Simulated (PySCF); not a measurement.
A calculated (PBE0, PySCF 2.14, cc-pVDZ, no relativity, point nucleus) atom or ion has these occupied shells.

| shell | electrons | orbital energy (eV) | rms radius, mean of both spins (bohr) |
| --- | --- | --- | --- |
| 1s α | 1 | -676.55 | 0.204 |
| 1s β | 1 | -675.67 | 0.204 |
| 2s α | 1 | -33.879 | 1.10 |
| 2s β | 1 | -31.152 | 1.10 |
| 2p α | 3 | -13.514 | 1.22 |
| 2p β | 2 | -11.767 | 1.22 |

Problem. Name the element and its charge.

Solution. F (fluorine, neutral), in [He] 2s2 2p5, 2P determinant.
